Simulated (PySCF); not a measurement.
Species: C3H9GeNSi.
Bonds: N1–C2, C2–Si3, Si3–C4, C4–C5 (triple), C5–Ge6. Hydrogens: H7, H8 on N1; H9, H10 on C2; H11, H12 on Si3; H13, H14, H15 on Ge6.

The calculation used PBE0-D3(BJ)/def2-SVP geometry optimisation, gas phase (PySCF).

Q: List the bond lengths, angles and torsions at this level.

A: 
```json
{"bond": "N1–C2", "length (pm)": "145.0", "order": "single"}
{"bond": "C2–Si3", "length (pm)": "188.8", "order": "single"}
{"bond": "Si3–C4", "length (pm)": "184.2", "order": "single"}
{"bond": "C4≡C5", "length (pm)": "122.5", "order": "triple"}
{"bond": "C5–Ge6", "length (pm)": "190.2", "order": "single"}
{"bond": "N1–H7, N1–H8", "length (pm)": "101.8", "order": "single"}
{"bond": "C2–H9, C2–H10", "length (pm)": "110.9", "order": "single"}
{"bond": "Si3–H11, Si3–H12", "length (pm)": "149.3", "order": "single"}
{"bond": "Ge6–H13, Ge6–H14, Ge6–H15", "length (pm)": "153.6", "order": "single"}
```

Bonds in one row agree within 1 pm and their mean is given. Orders are formal, as drawn. A selection of angles:
```json
{"angle": "C2–N1–H7", "degrees": "110.5"}
{"angle": "H7–N1–H8", "degrees": "106.8"}
{"angle": "N1–C2–Si3", "degrees": "109.9"}
{"angle": "N1–C2–H9", "degrees": "116.0"}
{"angle": "N1–C2–H10", "degrees": "109.6"}
{"angle": "Si3–C2–H9", "degrees": "108.6"}
{"angle": "Si3–C2–H10", "degrees": "106.2"}
{"angle": "H9–C2–H10", "degrees": "106.0"}
{"angle": "C2–Si3–C4", "degrees": "108.0"}
{"angle": "C2–Si3–H11", "degrees": "110.5"}
{"angle": "C2–Si3–H12", "degrees": "111.4"}
{"angle": "C4–Si3–H11", "degrees": "108.7"}
{"angle": "H11–Si3–H12", "degrees": "109.6"}
{"angle": "Si3–C4–C5", "degrees": "177.5"}
{"angle": "C4–C5–Ge6", "degrees": "179.0"}
{"angle": "C5–Ge6–H13", "degrees": "108.9"}
{"angle": "H13–Ge6–H14", "degrees": "110.2"}
```

Dihedral angles: N1–C2–Si3–C4 57° (synclinal). The mirror-image conformer, all signs reversed, is as good.

N1 (primary amine nitrogen) is pyramidal (angles 111.3°, 110.5° and 106.8°, sum 328.6°, 0.38 Å off the plane of its three neighbours). The 2 C–Si bonds span 1.842 Å (Si3–C4, drawn single) to 1.888 Å (C2–Si3, drawn single), a spread of 0.046 Å. Of the pairs four or more bonds apart, C4···H7 is among the closest relative to their van der Waals radii: 2.87 Å, 99 % of the sum of Bondi's values. Ge6 (germanium bonded to C and 3 H) is tetrahedral (angles from 108.7° to 110.2°). Si3 (SiH2 silicon) is tetrahedral (angles from 108.0° to 111.4°).

Point group: C1 (no symmetry element, even within 0.4 Å). No PBE0-D3(BJ)/def2-SVP frequencies stand behind this structure, so it isn't proved a minimum. One conformer, not necessarily the lowest (H–N1–C2–Si3 -62° and 179°, N1–C2–Si3–C4 57°).

On Arm Neoverse N1, one thread, on a shared host, this took 2.0 min of wall time. That covers the optimisation of the geometry.
